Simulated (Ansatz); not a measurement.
Reactions of FHOSn, SMILES `[OH][Sn][F]`.

Calculated with Ansatz (gas phase, PBE0-D4/def2-TZVP geometries, no zero-point term in ΔE). CCSD(T)/CBS adds triple-zeta CCSD(T) − MP2 to the extrapolated MP2 energy (def2 sets, frozen cores). This one scheme is used for every species, atoms too. No spin–orbit coupling; open shells (•) take unrestricted orbitals. Spin–orbit coupling would lower the free atoms: a little for F, O; strongly for Sn. Elements past krypton have def2 core potentials. For Sn outer-core shells are correlated without core-valence functions, so the limit isn't a true one: a few kJ/mol of doubt a bond, and 10 to 20 or more in all where bonds break to atoms. Each species was taken in one conformer, which may not be the lowest.

Task: Order these by ΔE at CCSD(T)/CBS, lowest first. (An estimate is asked.)
A. `[OH][Sn][F]` + HCl → `[F][Sn][Cl]` + H₂O
B. `[OH][Sn][F]` + HCl → `[OH][Sn][Cl]` + H–F
C. `[OH][Sn][F]` + H–F → `[F][Sn][F]` + H₂O
D. `[OH][Sn][F]` → F• + H• + O• + Sn•

Result: A (-0.70 eV), C (-0.43 eV), B (-0.30 eV), D (+14.23 eV).

Largest T1 diagnostic: 0.018, for `[OH][Sn][F]`.
